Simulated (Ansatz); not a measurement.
Start from `[SiH3]OBO[SiH3]` and change one atom or group to get `[SiH3]OBS`.

Ansatz, PBE0-D4/def2-TZVP geometries, multiplicity 1. Each molecule was computed in one conformer, which needn't be the lowest.

```csv
property,`[SiH3]OBO[SiH3]`
LUMO energy (B3LYP/def2-TZVPP) / eV,-0.16
HOMO energy (PBE0/def2-TZVPP) / eV,-9.04
HOMO–LUMO gap (B3LYP/def2-TZVPP) / eV,8.66
HOMO energy (PBE/def2-TZVPP) / eV,-7.61
size of the dipole moment (B3LYP/def2-TZVPP) / D,0.92
HOMO energy (ωB97M-V/def2-TZVPP) / eV,-11.34
```

(1) What does the change do to each property? (Best estimate.)

Answers

(1) The calculation gave: 
| property | `[SiH3]OBS` | shift |
| --- | --- | --- |
| LUMO energy (B3LYP/def2-TZVPP) / eV | -0.51 | -0.35 |
| HOMO energy (PBE0/def2-TZVPP) / eV | -7.91 | 1.13 |
| HOMO–LUMO gap (B3LYP/def2-TZVPP) / eV | 7.14 | -1.52 |
| HOMO energy (PBE/def2-TZVPP) / eV | -6.70 | 0.91 |
| size of the dipole moment (B3LYP/def2-TZVPP) / D | 1.67 | 0.75 |
| HOMO energy (ωB97M-V/def2-TZVPP) / eV | -10.10 | 1.24 |

With PBE0 the HOMO rises by 1.13 eV and the LUMO falls by 0.37 eV, so the gap narrows by about 1.50 eV. PBE moves the HOMO by 0.91 eV and ωB97M-V by 1.24 eV. Dipoles are sizes alone; their direction can turn.

B3LYP here is the variant with VWN-RPA as its local correlation; programs differ in this.
